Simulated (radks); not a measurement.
Q: Ta2+, configuration [Xe] 4f14 5d3. All-electron calculation, Dirac Kohn-Sham, PBEsol, spin-unpolarised, spherical densities, point nucleus; open shells are shared between the two j in proportion to 2j + 1. Program: a radial shooting solver on a logarithmic mesh with Libxc functionals. Some entries of the table are withheld. Estimate them.

orbital  occ.  eigenvalue (eV)  <r^2> (bohr^2)  r(max) (bohr)
1s1/2       2              (1)       0.0004788        0.01167
2s1/2       2        -11563.10             (2)        0.06706
2p1/2       2        -11051.45             (3)        0.04993
2p3/2       4        -9781.854             (4)        0.05666
3s1/2       2        -2660.503         0.04789         0.1890
3p1/2       2              (5)         0.04400         0.1770
3p3/2       4              (6)         0.05063         0.1909
3d3/2       4        -1776.291         0.03934            (7)
3d5/2       6        -1716.753         0.04116            (8)
4s1/2       2        -554.4820          0.2379         0.4294
4p1/2       2        -460.8508          0.2459         0.4295
4p3/2       4        -397.8363          0.2820         0.4588
4d3/2       4        -244.0329          0.3097         0.4564
4d5/2       6        -232.4574          0.3235         0.4658
5s1/2       2         -88.4045           1.364         0.9893
5p1/2       2         -61.2788           1.685          1.066
5p3/2       4         -52.4898           1.989          1.152
4f5/2       6         -41.3170          0.5108         0.4384
4f7/2       8         -39.3336          0.5298         0.4436
5d3/2     1.2         -18.7438           4.460          1.526
5d5/2     1.8         -18.0378           4.734          1.572

A: 
(1) 1s1/2 eigenvalue (eV): -67270.07
(2) 2s1/2 <r^2> (bohr^2): 0.007318
(3) 2p1/2 <r^2> (bohr^2): 0.005235
(4) 2p3/2 <r^2> (bohr^2): 0.006438
(5) 3p1/2 eigenvalue (eV): -2433.228
(6) 3p3/2 eigenvalue (eV): -2159.942
(7) 3d3/2 r(max) (bohr): 0.1497
(8) 3d5/2 r(max) (bohr): 0.1535
